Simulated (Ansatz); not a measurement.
Consider the redistribution: `BOBF` + `CC[Se]C=N` → `CC[Se]BF` + `BOC=N`.

Calculated with Ansatz (gas phase, PBE0-D4/def2-TZVP geometries, no zero-point term in ΔE). CCSD(T)/CBS is the MP2 limit (def2-TZVPP, def2-QZVPP) plus CCSD(T) − MP2 in def2-TZVPP, frozen cores. DFT in def2-TZVPP. B3LYP here is the variant with VWN-RPA as its local correlation; programs differ in this. For Se outer-core shells are correlated without core-valence functions, which leaves a few kJ/mol of doubt a bond. Scalar relativity is left out up to krypton. Each species was taken in one conformer, which may not be the lowest.

`BOBF`:

Cartesian coordinates in Å:
```
B 0.525 0.916 -0.634
O -0.461 0.459 0.188
B -0.567 -0.824 0.636
F -1.582 -1.106 1.426
H 1.381 0.166 -1.014
H 0.490 2.069 -0.945
H 0.213 -1.680 0.343
```

`CC[Se]C=N`:

Z-matrix (Å, degrees):
```
C
C 1 1.513
H 1 1.091 2 111.1
H 1 1.094 2 110.3 3 120.1
H 1 1.092 2 111.4 3 -120.1
Se 2 1.954 1 113.7 3 58.7
H 2 1.091 1 111.8 3 -59.5
H 2 1.092 1 112.3 3 -180.0
C 6 1.910 2 97.1 1 78.9
N 9 1.257 6 128.2 2 -174.3
H 9 1.094 6 112.5 2 6.9
H 10 1.020 9 113.2 6 1.5
```

`CC[Se]BF`:

Cartesian coordinates in Å:
```
C -0.096 -1.353 0.619
C -0.608 -0.557 -0.561
Se -1.102 1.285 -0.089
B 0.632 2.109 -0.114
F 1.720 1.415 -0.422
H 0.118 -2.381 0.314
H -0.831 -1.386 1.426
H 0.823 -0.921 1.016
H -1.519 -0.989 -0.977
H 0.131 -0.493 -1.359
H 0.731 3.271 0.146
```

`BOC=N`:

Cartesian coordinates in Å:
```
B -1.192 -0.810 0.393
O -0.120 -0.132 0.889
C 0.727 0.585 0.112
N 1.092 0.182 -1.016
H -1.538 -0.644 -0.737
H -1.758 -1.516 1.171
H 1.050 1.494 0.626
H 1.740 0.841 -1.438
```

```json
{"level": "PBE-D4", "ΔE (kJ/mol)": "58.3", "difference from CCSD(T)/CBS": "-7.2"}
{"level": "r2SCAN-D4", "ΔE (kJ/mol)": "63.0", "difference from CCSD(T)/CBS": "-2.5"}
{"level": "PBE0-D4", "ΔE (kJ/mol)": "58.6", "difference from CCSD(T)/CBS": "-6.9"}
{"level": "B3LYP-D4", "ΔE (kJ/mol)": "66.1", "difference from CCSD(T)/CBS": "0.6"}
{"level": "ωB97X-V", "ΔE (kJ/mol)": "57.9", "difference from CCSD(T)/CBS": "-7.6"}
{"level": "ωB97M-V", "ΔE (kJ/mol)": "61.5", "difference from CCSD(T)/CBS": "-4.0"}
{"level": "B2PLYP", "ΔE (kJ/mol)": "67.2", "difference from CCSD(T)/CBS": "1.7"}
{"level": "PBE", "ΔE (kJ/mol)": "58.4", "difference from CCSD(T)/CBS": "-7.1"}
{"level": "r2SCAN", "ΔE (kJ/mol)": "62.9", "difference from CCSD(T)/CBS": "-2.6"}
{"level": "PBE0", "ΔE (kJ/mol)": "58.6", "difference from CCSD(T)/CBS": "-6.9"}
{"level": "B3LYP", "ΔE (kJ/mol)": "66.2", "difference from CCSD(T)/CBS": "0.7"}
{"level": "HF/def2-TZVPP", "ΔE (kJ/mol)": "67.6", "difference from CCSD(T)/CBS": "2.1"}
{"level": "MP2/def2-TZVPP", "ΔE (kJ/mol)": "68.6", "difference from CCSD(T)/CBS": "3.1"}
{"level": "SCS-MP2/def2-TZVPP", "ΔE (kJ/mol)": "69.1", "difference from CCSD(T)/CBS": "3.6"}
{"level": "CCSD/def2-TZVPP", "ΔE (kJ/mol)": "65.1", "difference from CCSD(T)/CBS": "-0.4"}
{"level": "CCSD(T)/def2-TZVPP", "ΔE (kJ/mol)": "64.6", "difference from CCSD(T)/CBS": "-0.9"}
{"level": "HF/def2-QZVPP", "ΔE (kJ/mol)": "69.0", "difference from CCSD(T)/CBS": "3.5"}
{"level": "MP2/def2-QZVPP", "ΔE (kJ/mol)": "69.6", "difference from CCSD(T)/CBS": "4.1"}
{"level": "SCS-MP2/def2-QZVPP", "ΔE (kJ/mol)": "70.4", "difference from CCSD(T)/CBS": "4.9"}
{"level": "HF/CBS(def2)", "ΔE (kJ/mol)": "69.2", "difference from CCSD(T)/CBS": "3.7"}
{"level": "MP2/CBS(def2)", "ΔE (kJ/mol)": "69.5", "difference from CCSD(T)/CBS": "4.0"}
{"level": "CCSD/CBS(def2)", "ΔE (kJ/mol)": "66.0", "difference from CCSD(T)/CBS": "0.5"}
{"level": "CCSD(T)/CBS", "ΔE (kJ/mol)": "65.5", "difference from CCSD(T)/CBS": "0"}
```

Largest T1 diagnostic among the species: 0.015.
